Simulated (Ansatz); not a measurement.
Start from `C/C=N\[SiH2]Cl` and change one atom or group to get `C/C=N\C[TeH]`.

Ansatz, PBE0-D4/def2-TZVP geometries, multiplicity 1. Each molecule was computed in one conformer, which needn't be the lowest.

Elements past krypton have def2 core potentials.  Spin–orbit coupling is left out; it splits and shifts lone-pair levels of the heavy atoms by tenths of an eV.

```csv
property,`C/C=N\[SiH2]Cl`
HOMO energy (ωB97M-V/def2-TZVPP) / eV,-9.56
size of the dipole moment (PBE/def2-TZVPP) / D,2.24
LUMO energy (PBE0/def2-TZVPP) / eV,-0.97
size of the dipole moment (ωB97M-V/def2-TZVPP) / D,2.32
LUMO energy (B3LYP/def2-TZVPP) / eV,-1.20
HOMO–LUMO gap (ωB97M-V/def2-TZVPP) / eV,10.80
```

Q: What does the change do to each property? (Best estimate.)

A: Ansatz gave: 
```json
{"property": "HOMO energy (ωB97M-V/def2-TZVPP) / eV", "`C/C=N\\C[TeH]`": "-8.31", "shift": "1.25"}
{"property": "size of the dipole moment (PBE/def2-TZVPP) / D", "`C/C=N\\C[TeH]`": "1.92", "shift": "-0.32"}
{"property": "LUMO energy (PBE0/def2-TZVPP) / eV", "`C/C=N\\C[TeH]`": "-1.10", "shift": "-0.13"}
{"property": "size of the dipole moment (ωB97M-V/def2-TZVPP) / D", "`C/C=N\\C[TeH]`": "2.01", "shift": "-0.31"}
{"property": "LUMO energy (B3LYP/def2-TZVPP) / eV", "`C/C=N\\C[TeH]`": "-1.33", "shift": "-0.13"}
{"property": "HOMO–LUMO gap (ωB97M-V/def2-TZVPP) / eV", "`C/C=N\\C[TeH]`": "9.13", "shift": "-1.67"}
```

With PBE0 the HOMO rises by 1.08 eV and the LUMO falls by 0.13 eV, so the gap narrows by about 1.21 eV. PBE moves the HOMO by 0.76 eV and ωB97M-V by 1.25 eV. Dipoles are sizes alone; their direction can turn.

B3LYP here is the variant with VWN-RPA as its local correlation; programs differ in this.
